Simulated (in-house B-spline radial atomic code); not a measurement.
Zr II (Zr+): [Ar] 3d10 4s1 4p6 4d2 5s2 (with a hole in an inner shell)

All numbers are computed (Dirac-Kohn-Sham PBE, spherical fractional occupations; Fermi nucleus of rms radius 4.2694 fm) with a radial B-spline atomic code at the basis-set limit, not measured.

Screening seen three ways: the hydrogenic charge with the same mean radius, Z_r = [3n² - l(l+1)]/(2<r>), the one with the same energy, Z_e = n√(-2ε), and Slater's rules. Values are occupation-weighted means over j. An effective charge above Z reflects the relativistic contraction of the inner shells.

```csv
shell,electrons,ε (eV),<r> (bohr),Z_r,Z_e,Slater
1s,2,-17832,0.03706,40.47,36.20,39.70
2s,2,-2483.3,0.1623,36.97,27.02,35.85
2p,6,-2217.2,0.1416,35.32,25.53,35.85
3s,2,-419.32,0.4581,29.47,16.65,28.75
3p,6,-332.45,0.4616,27.08,14.83,28.75
3d,10,-189.33,0.452,23.23,11.19,18.85
4s,1,-66.959,1.196,20.07,8.87,12.60
4p,6,-44.425,1.334,17.24,7.23,12.60
4d,2,-13.484,1.916,10.96,3.98,4.65
5s,2,-11.404,3.219,11.65,4.58,4.00
```

The least bound orbital is 5s1/2 at -11.4 eV, and it is also the most diffuse (<r> = 3.219 bohr). The part-filled 4s shell lies below the filled 5s shell in orbital energy.

Spin-orbit splittings of the orbital energies (j = l + 1/2 above j = l - 1/2 when positive): 2p 85.87 eV, 3p 13.68 eV, 3d 2.501 eV, 4p 1.881 eV, 4d 0.1794 eV.

For the 1s electron the small component carries 2.12 % of the norm, the zero-frequency Breit interaction raises the level by 33.1 eV, self-energy by 17.94 eV, and vacuum polarisation lowers it by 2.002 eV.
